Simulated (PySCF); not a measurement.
**Correlation energy of Ta(55+) (tantalum, charge +55)**

Starting occupation: [Ar]. All numbers are calculated (PySCF 2.14, X2C-1e with screened-nucleus spin-orbit coupling, Gaussian nucleus, in an even-tempered Gaussian basis (17 s from 5.5 bohr⁻², ratio 2.6; 14 p from 7.2 bohr⁻², ratio 2.6; 5 d from 7.3 bohr⁻², ratio 2.8; 3 f from 110 bohr⁻², ratio 2.8)). Frozen: [Ne]; 8 electrons correlated; the 60 highest virtual spinors left out.

MP2 pair energies summed by pair of shells (mhartree):

```
       pair   energy  share (%)
3p3/2-3p3/2  -197.53       43.1
3p1/2-3p3/2  -164.89       36.0
3p1/2-3p1/2   -41.62        9.1
3p3/2-3s1/2   -25.31        5.5
3s1/2-3s1/2   -15.24        3.3
3p1/2-3s1/2   -13.98        3.0
```

Total MP2 correlation energy: -458.57 mhartree.

The virtual space was cut to 50 spinors, which keep -442.23 of the -458.57 mhartree of MP2 correlation.

```csv
level,correlation energy (mhartree)
CCSD,-482.84
(T),-1.64
CCSD(T),-484.48
```

Diagnostics: T1 = 0.00017, largest double amplitude 0.034.

**Question.** Is a single reference adequate?

**Answer.** Yes: T1 lies below 0.03 and no double amplitude reaches 0.07.

The coupled-cluster values are those of the cut space; adding the MP2 remainder, -16.34 mhartree, estimates the full space.

At this charge the one-electron X2C treatment keeps the bare 1/r₁₂, with no two-electron picture change or Breit term. The effect here is smaller than on the frozen 1s shell.
